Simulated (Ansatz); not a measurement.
A nudged elastic band was laid between two geometries of B2FH3O (7 atoms, charge 0, multiplicity 1).

The calculation used RKS PBE0-D4/6-31G* in Ansatz.

```json
{"movable images": "7", "climbing image": "yes", "spring": "5.0 eV/Å²", "optimiser": "quadratic models (default)", "start path": "through a guess of the saddle point", "force threshold": "0.05 eV/Å", "iteration limit": "60", "end points": "relaxed"}
```

First end point:

```xyz
7
Properties=species:S:1:pos:R:3
B -0.734 0.974 -0.153
B 0.288 -0.379 -0.138
O 0.693 -0.932 1.030
F 0.717 -0.930 -1.287
H -1.929 0.867 -0.174
H -0.306 2.094 -0.157
H 1.271 -1.694 0.879
```

Last end point:

```xyz
7
Properties=species:S:1:pos:R:3
B -0.644 0.854 -0.103
B 0.371 -0.485 -0.356
O 0.946 -1.260 0.599
F 0.653 -0.840 -1.613
H -1.836 0.744 -0.019
H -0.215 1.970 -0.004
H 0.726 -0.984 1.496
```

Problem. What changes between the two ends?

Solution. No bond is made or broken.

Problem. What energy profile does the band end with?

Solution. The forces met the threshold. The highest image is number 4 of 0 to 8, 0.47 eV above the first end and 0.39 eV above the last; the last end lies 0.08 eV above the first. A vibrational analysis at the climbing image gives one clearly imaginary mode, 614i cm⁻¹: a first-order saddle point.

```tsv
image	path coordinate (Å)	energy (eV)
0	0.00	0.00
1	0.27	0.04
2	0.55	0.17
3	0.82	0.37
4	1.10	0.47
5	1.36	0.37
6	1.63	0.18
7	1.89	0.08
8	2.15	0.08
```

Problem. What is the geometry of the highest image?

Solution. 
```xyz
7
Properties=species:S:1:pos:R:3:forces:R:3
B -0.642 0.924 -0.206 -0.01 0.00 0.01
B 0.398 -0.404 -0.288 0.00 0.00 0.00
O 1.034 -0.848 0.846 0.00 0.00 0.00
F 0.678 -1.012 -1.443 0.00 0.00 0.00
H -1.813 0.802 0.029 0.00 0.00 0.00
H -0.247 2.052 -0.315 0.00 0.00 0.00
H 0.592 -1.516 1.378 0.00 0.00 0.00
```

Problem. What are the harmonic wavenumbers there?

Solution. 614i, 187, 275, 362, 465, 669, 738, 882, 946, 1175, 1303, 1352, 2614, 2684, 3902 cm⁻¹.

The band took 21 iterations and roughly 2.3 core-minutes.

The run took 2.3 min on 1 thread of Intel(R) Xeon(R) 6975P-C (Granite Rapids), on a shared host, peak memory 0.24 GiB.
